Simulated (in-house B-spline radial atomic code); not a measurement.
Values are calculated unless marked as measured or tabulated.
**Building a PAW s channel for Mn, r_c = 2.61 bohr**

Mn, [Ar] 3d5 4s2, non-relativistic LDA (VWN5), spherical and spin-unpolarised, from a B-spline radial code for spherical atoms (atomic units; all potentials screened as in the neutral atom).

Two all-electron partial waves φ1, φ2 are integrated outwards at E1 = ε(4s) = -0.191136 and E2 = E1 + 1 hartree; φ1 is the bound orbital and φ2 has unit norm inside r_c = 2.6097 bohr. Smooth partners are polynomials, r^1(a0 + a1 r² + a2 r⁴ + a3 r⁶), matched to φ and three derivatives at r_c, with no condition on the norm. The local potential is -2.90682 + (0.999697) r² + (-0.147354) r⁴ + (0.00801088) r⁶ inside 2.1697 bohr and the all-electron one outside.

```csv
wave,φ(r_c),φ'(r_c),a0,a1,a2,a3
1,0.6175786,-0.02878364,0.3007397,0.01141732,-0.004636842,0.00023179
2,0.01355772,-1.741381,1.445504,-0.2834411,0.008904468,0.0002438299
```

Inside r_c the overlaps are <φi φj> = [[0.38536, 0.53753], [0.53753, 1.00000]] and, for the smooth waves, [[0.46632, 0.85751], [0.85751, 2.21442]]. With χj = (Ej − T − V_local) applied to smooth wave j, the program's quadrature gives the matrix B_ij = <smooth i, χj> as [[0.27168, 1.15257], [0.83259, 3.64583]].

Check the match of the first wave, and find the augmentation charges q_ij.

At r_c the four terms are 0.78484, 0.20293, -0.56127, 0.19109, which sum to 0.6176, φ1(r_c) to rounding. q_ij is the all-electron overlap less the smooth one: [[-0.08096, -0.31999], [-0.31999, -1.21442]]. The smooth first wave has a norm of 0.4663 inside r_c against 0.3854, so q11 is negative and must stay small enough for the overlap operator to be positive.

B isn't symmetric. Show that D_ij = B_ij + Ej q_ij is.

Integrating by parts gives B12 − B21 = (E1 − E2) q12: 1.15257 − (0.83259) = 0.31998, and −1 × (-0.31999) = 0.31999. So D12 = 1.15257 + (0.808864)(-0.31999) = 0.89374 and D21 = 0.83259 + (-0.191136)(-0.31999) = 0.89375; D11 = 0.28716, D22 = 2.66353. The projectors, p = (B⁻¹)ᵀ χ, are dual to the smooth waves; det B = 0.031.

Solving (T + V_local + Σ p D p) ψ = E (1 + Σ p q p) ψ in a sphere of 9 bohr, whose wall lifts the free-atom level a little, gives these levels:

```tsv
all-electron	one projector	two projectors
-0.190583	-0.190583	-0.190583
0.093183	0.090726	0.093161
0.442129	0.404428	0.442060
0.949211	0.655970	0.947235
1.603760	1.053920	0.958140
```

What does the second projector gain?

With one projector the errors are 0.00, -2.46, -37.70 millihartree, and the level at 0.6560 is out of step with the all-electron series: an extra state, or one far too low, so the pairing ends there; skipping it, the next levels are off by +104.7 millihartree. With two the errors are 0.00, -0.02, -0.07, -1.98 millihartree, and the level at 0.9581 is out of step with the all-electron series: an extra state, or one far too low, so the pairing ends there. The lowest eigenvalue of the overlap operator is 0.6178 with one and 0.02255 with two projectors. The smooth orbital alone needs a cutoff of 2.25 hartree for 1 millihartree of kinetic energy, against 5.78 for a norm-conserving Troullier-Martins orbital of the same radius, which is no gain while the set fails.
